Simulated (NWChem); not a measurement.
Species: InNH3F; SMILES [F][InH][NH2]

```xyz
6

In    -0.2794    -0.0825     0.0283
H     -1.9586    -0.3307    -0.0464
F      0.8716    -1.6751    -0.0861
N      0.8998     1.5419     0.0610
H      1.8829     1.4213     0.2832
H      0.5617     2.4352     0.4016
```
Atoms are numbered in this order, from 1.

Level: PBE0/def2-SVP with def2 effective core potentials on In (NWChem), optimised geometry, unscaled harmonic frequencies. def2 effective core potentials on In; no spin-orbit coupling.

Problem. List the harmonic frequencies with IR intensities, and the thermochemistry.

Solution. 
```json
[
 {"frequency (cm⁻¹)": "140", "IR intensity (km/mol)": "12.6"},
 {"frequency (cm⁻¹)": "269", "IR intensity (km/mol)": "163.5"},
 {"frequency (cm⁻¹)": "319", "IR intensity (km/mol)": "46.5"},
 {"frequency (cm⁻¹)": "428", "IR intensity (km/mol)": "20.8"},
 {"frequency (cm⁻¹)": "447", "IR intensity (km/mol)": "106.5"},
 {"frequency (cm⁻¹)": "603", "IR intensity (km/mol)": "44.8"},
 {"frequency (cm⁻¹)": "635", "IR intensity (km/mol)": "26.7"},
 {"frequency (cm⁻¹)": "744", "IR intensity (km/mol)": "52.5"},
 {"frequency (cm⁻¹)": "1511", "IR intensity (km/mol)": "9.9"},
 {"frequency (cm⁻¹)": "1885", "IR intensity (km/mol)": "94.1"},
 {"frequency (cm⁻¹)": "3600", "IR intensity (km/mol)": "25.0"},
 {"frequency (cm⁻¹)": "3714", "IR intensity (km/mol)": "32.7"}
]
```

```json
{
 "zero_point_energy": "20.4 kcal/mol",
 "thermal correction to the enthalpy at 298.15 K (with zero-point energy)": "24.3 kcal/mol",
 "heat capacity Cv": "16.8 cal/(mol K)",
 "entropy at 298.15 K and 1 atm (symmetry number 1)": "74.1 cal/(mol K)"
}
```

Rigid rotor and harmonic oscillator.
